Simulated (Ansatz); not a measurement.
Reaction (redistribution): `[NH2][Ge][Br]` + `C[CH2][GeH3]` → `C[CH2][Ge][NH2]` + `[GeH3][Br]`

Gas-phase electronic energies from Ansatz, PBE0-D4/def2-TZVP geometries. CCSD(T)/CBS is the MP2 limit (def2-TZVPP, def2-QZVPP) plus CCSD(T) − MP2 in def2-TZVPP, frozen cores. Functionals use def2-TZVPP. B3LYP here is the variant with VWN-RPA as its local correlation; programs differ in this. For Br, Ge outer-core shells are correlated without core-valence functions, which leaves a few kJ/mol of doubt a bond. Scalar relativity is left out up to krypton. Each species was taken in one conformer, which may not be the lowest.

```
        level  ΔE (kJ/mol)
    revPBE-D4         66.9
    r2SCAN-D4         67.8
       B97M-V         67.0
      PBE0-D4         65.9
        B3LYP         69.0
        BHLYP         66.1
    CAM-B3LYP         66.8
MP2/CBS(def2)         64.9
```

(1) What does CCSD(T)/CBS give? (Estimate.)

Largest T1 diagnostic among the species: 0.013.

## Answers

(1) Ansatz gave: +63.5 kJ/mol. The listed levels differ from it by 3.4, 4.3, 3.5, 2.4, 5.5, 2.6, 3.3, 1.4 kJ/mol.

From BLYP to BHLYP (50 % exact exchange), in def2-TZVPP and without D4, ΔE moves by −5.0 kJ/mol. Leaving LDA and LC-ωPBE aside and taking each functional with its dispersion term where it has one, the values, not all of them listed here, spread over 7.0 kJ/mol, from PBE-QIDH to BLYP-D4.
